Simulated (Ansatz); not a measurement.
Basis sets compared for Cr₄N₄. Charge 0, multiplicity 1. Geometry PBE-D4/def2-SVP. Ansatz on 4 threads of Arm Neoverse V1 on a shared host; times are rough, and most runs start from earlier orbitals.

Cartesian coordinates in Å:
```
Cr 0.514 0.444 1.204
Cr -0.993 -0.435 -0.397
Cr 0.527 0.542 -1.256
Cr 0.790 -1.472 0.617
N -0.589 -2.161 -0.070
N 1.775 0.147 0.015
N -1.274 1.262 0.487
N -0.748 1.672 -0.601
```

The restricted singlet is unstable towards broken spin symmetry in Hartree–Fock (as tested in another run); at PBE-D4/def2-SVP, PBE-D4/def2-TZVP, PBE0-D4/def2-SVP, PBE0-D4/def2-TZVP this wasn't settled. At PBE0-D4/def2-TZVP a quintet of charge 0 lies 6.96 eV below the restricted singlet, each at its own geometry. That quintet is doubtful there (⟨S²⟩ 11.21, where a pure state has 6.00). The structure comes from a short search, and lower isomers may exist.

```json
{"level": "PBE-D4/def2-SVP", "functions": "180", "energy (Eh)": "-4395.0955", "HOMO (eV)": "-3.78", "LUMO (eV)": "-3.24", "wall time": "7 s"}
{"level": "PBE0-D4/def2-SVP", "functions": "180", "energy (Eh)": "-4394.8164", "HOMO (eV)": "-4.87", "LUMO (eV)": "-2.39", "wall time": "14 s"}
```

Task: Estimate the rows for PBE-D4/def2-TZVP, PBE0-D4/def2-TZVP.

Result: 
```tsv
level	functions	energy (Eh)	HOMO (eV)	LUMO (eV)	wall time
PBE-D4/def2-TZVP	304	-4395.9364	-4.04	-3.49	13 s
PBE0-D4/def2-TZVP	304	-4395.6537	-5.04	-2.60	52 s
```
